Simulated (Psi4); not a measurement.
HAlClFSe (SMILES [F][Al]([Cl])[SeH]), singlet, at a GFN2-xTB geometry (such geometries of metal compounds can be far from the true shape); HF/6-31G* (Psi4 1.11).

The Psi4 input:
```
memory 2 GB

molecule {
0 1
  Al    0.07090545   -0.46661052    0.58425776
  Cl    1.80408437   -1.49793956    0.54056999
  F    -0.99924496   -0.70788691    1.82368913
  Se   -0.61048183    1.07609139   -0.96889304
  H    -1.84161832    1.31478426   -0.25587936
}

set basis 6-31g*

energy('scf')
print_variables()
```

It wrote (shortened):

```
   => Loading Basis Set <=

    Name: 6-31G*
    Role: ORBITAL
    Keyword: BASIS

         ---------------------------------------------------------
                                   SCF
               by Justin Turney, Rob Parrish, Andy Simmonett
                          and Daniel G. A. Smith
                              RHF Reference
         ---------------------------------------------------------

  ==> Geometry <==

    Molecular point group: c1
    Full point group: C1

    Geometry (in Angstrom), charge = 0, multiplicity = 1:

       Center              X                  Y                   Z               Mass
    ------------   -----------------  -----------------  -----------------  -----------------
         AL           0.099494340045    -0.521608742785     0.635989482583    26.981538530000
         CL           1.832673260045    -1.552937782785     0.592301712583    34.968852682000
         F           -0.970656069955    -0.762885132785     1.875420852583    18.998403162730
         SE          -0.581892939955     1.021093167215    -0.917161317417    79.916521800000
         H           -1.813029429955     1.259786037215    -0.204147637417     1.007825032230

  Running in c1 symmetry.

  Rotational constants: A =      0.14801  B =      0.04246  C =      0.03300 [cm^-1]
  Rotational constants: A =   4437.33302  B =   1272.93732  C =    989.17327 [MHz]
  Nuclear repulsion =  369.530601310487327

  Charge       = 0
  Multiplicity = 1
  Electrons    = 74
  Nalpha       = 37
  Nbeta        = 37

  ==> Algorithm <==

  SCF Algorithm Type is DF.
  DIIS enabled.
  MOM disabled.
  Fractional occupation disabled.
  Guess Type is SAD.
  Energy threshold   = 1.00e-06
  Density threshold  = 1.00e-06
  Integral threshold = 1.00e-12

  ==> Primary Basis <==

  Basis Set: 6-31G*
    Blend: 6-31G*
    Number of shells: 36
    Number of basis functions: 90
    Number of Cartesian functions: 90
    Spherical Harmonics?: false
    Max angular momentum: 2

   => Loading Basis Set <=

    Name: (6-31G* AUX)
    Role: JKFIT
    Keyword: DF_BASIS_SCF

  ==> Integral Setup <==

  SCF_SUBTYPE=INCORE selected. In-core MEM_DF algorithm will be used.
  Using in-core AOs.

  ==> MemDFJK: Density-Fitted J/K Matrices <==

    J tasked:                   Yes
    K tasked:                   Yes
    wK tasked:                   No
    Algorithm:                 Core
    Schwarz Cutoff:           1E-12
    Mask sparsity (%):       7.3086
    Fitting Condition:        1E-10

   => Auxiliary Basis Set <=

  Basis Set: (6-31G* AUX)
    Blend: CC-PVDZ-JKFIT
    Number of shells: 152
    Number of basis functions: 575
    Number of Cartesian functions: 575
    Spherical Harmonics?: false
    Max angular momentum: 3

  Minimum eigenvalue in the overlap matrix is 6.7462035736E-04.
  Reciprocal condition number of the overlap matrix is 1.1179950085E-04.
    Using symmetric orthogonalization.

  ==> Pre-Iterations <==

  SCF Guess: Superposition of Atomic Densities via on-the-fly atomic UHF (no occupation information).

   -------------------------
    Irrep   Nso     Nmo
   -------------------------
     A         90      90
   -------------------------
    Total      90      90
   -------------------------

  ==> Iterations <==

                           Total Energy        Delta E     RMS |[F,P]|

   @DF-RHF iter SAD: -3197.06799161570689   -3.19707e+03   0.00000e+00
   @DF-RHF iter   1: -3199.92413010856353   -2.85614e+00   2.10666e-02 DIIS/ADIIS
   @DF-RHF iter   2: -3200.30488726715748   -3.80757e-01   1.42611e-02 DIIS/ADIIS
   @DF-RHF iter   3: -3200.51884833266922   -2.13961e-01   7.51192e-04 DIIS/ADIIS
   @DF-RHF iter   4: -3200.52001193208480   -1.16360e-03   1.09508e-04 DIIS/ADIIS
   @DF-RHF iter   5: -3200.52011862252266   -1.06690e-04   3.03928e-05 DIIS
   @DF-RHF iter   6: -3200.52013229531531   -1.36728e-05   7.33665e-06 DIIS
   @DF-RHF iter   7: -3200.52013292604261   -6.30727e-07   2.28959e-06 DIIS
   @DF-RHF iter   8: -3200.52013298301245   -5.69698e-08   8.49862e-07 DIIS
  Energy and wave function converged.

  ==> Post-Iterations <==

    Orbital Energies [Eh]
    ---------------------

    Doubly Occupied:

[...]
      37A     -0.377962

    Virtual:

[...]
    Final Occupation by Irrep:
              A
    DOCC [    37 ]
    NA   [    37 ]
    NB   [    37 ]

  @DF-RHF Final Energy: -3200.52013298301245

   => Energetics <=

    Nuclear Repulsion Energy =            369.5306013104873273
    One-Electron Energy =               -5192.0103758189125074
    Two-Electron Energy =                1621.9596415254125077
    Total Energy =                      -3200.5201329830124450

Computation Completed

Properties will be evaluated at   0.000000,   0.000000,   0.000000 [a0]

Properties computed using the SCF density matrix

 Multipole Moments:

 ------------------------------------------------------------------------------------
     Multipole            Electronic (a.u.)      Nuclear  (a.u.)        Total (a.u.)
 ------------------------------------------------------------------------------------

 L = 1.  Multiply by 2.5417464519 to convert [e a0] to [Debye]
 Dipole X            :         -4.1050570            3.9978627           -0.1071943
 Dipole Y            :          7.8441562           -7.6909367            0.1532195
 Dipole Z            :         -7.3549401            7.2341506           -0.1207895
 Magnitude           :                                                    0.2226139

 ------------------------------------------------------------------------------------

  Variable Map:
  ----------------------------------------------------------------------------
[...]
  Array Variable Map:
  ----------------------------------------------------------------------------
[...]
[...]
```
